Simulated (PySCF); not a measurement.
**Structure revision by computed shifts**

A compound C₅H₈OSi₂ gives the data below (simulated from a calculation) and was assigned the structure `C#CC1([SiH2]O[SiH3])C=C1`.

¹³C{¹H} NMR (computed): δ 118.6 (C), 110.5 (C), 101.4 (CH), 87.8 (C), 52.1 (CH3).

¹H NMR (600 MHz, computed): δ 4.83 (d, 1H), 4.25 (s, 3H), 3.90 (s, 3H), 1.93 (d, 1H).

- coordinates at the GFN2-xTB level
- GIAO PBE0/pcSseg-1 shieldings
- run in PySCF 2.14
- one averaged value for each set of equivalent atoms, single conformer, no relativistic terms, isolated molecule

Shifts are taken against calculated references (same method and geometry level): ¹H (σ = 31.72 ppm) and ¹³C (σ = 186.93 ppm) against TMS.

(1) Compare with the shifts computed for the proposed structure, pairing carbons in order of shift.

(2) Which isomer fits?

Results:

(1) Mapped SMILES: `[CH:1]#[C:2][C:3]1([SiH2:4][O:5][SiH3:6])[CH:7]=[CH:8]1`. Hydrogens are named by the atom that carries them.

```json
{"atom": "C7", "computed for proposal": "120.8", "given list": "118.6", "difference": "+2.2"}
{"atom": "C8", "computed for proposal": "120.8", "given list": "110.5", "difference": "+10.3"}
{"atom": "C2", "computed for proposal": "94.7", "given list": "101.4", "difference": "-6.7"}
{"atom": "C1", "computed for proposal": "65.1", "given list": "87.8", "difference": "-22.7"}
{"atom": "C3", "computed for proposal": "5.5", "given list": "52.1", "difference": "-46.6"}
```

The rms difference is 23.8 ppm and the largest -46.6 ppm at C3 (three-membered-ring carbon). The proposal also would give 4 carbon signals, not 5. The carbon types in order of shift don't match either: CH, CH, C, CH, C for the proposal against C, C, CH, C, CH3 in the data. The proposal doesn't fit.

(2) SMILES C#C[Si@@H](C#C[SiH3])OC.

- Carbon types of the structure: 3 × C, 1 × CH, 1 × CH3, leaving 4 H on heteroatoms.
- δC 118.6, 110.5, 87.8: alkyne carbon.
- δC 101.4: terminal alkyne carbon; the triple bond shields along its axis, which puts it between sp3 and sp2 carbons.
- δC 52.1: methyl carbon bonded to O; the inductive effect lowers its shielding.
- δH 3.90: hydrogen on a methyl carbon bonded to O; its carbon carries O, hence the downfield position.

Other isomers checked: C#C[C@@H]1C(=O)[SiH2][C@@H]1[SiH3] (rms 58.7 ppm).

The data come from this structure; uniqueness wasn't tested.

Shifts are as computed. Against solution values, carbons near 30 ppm lie about +3 ppm off and those near 130 ppm about +5 ppm. Of 1211 compounds with measured shifts, 218 miss one by over three times the rms of a fit or turn the order of signals round; such compounds aren't used in these exercises. Multiplicities follow the n + 1 count of equivalent neighbours, as no J values were calculated; m marks all less simple cases, F and P coupling included.
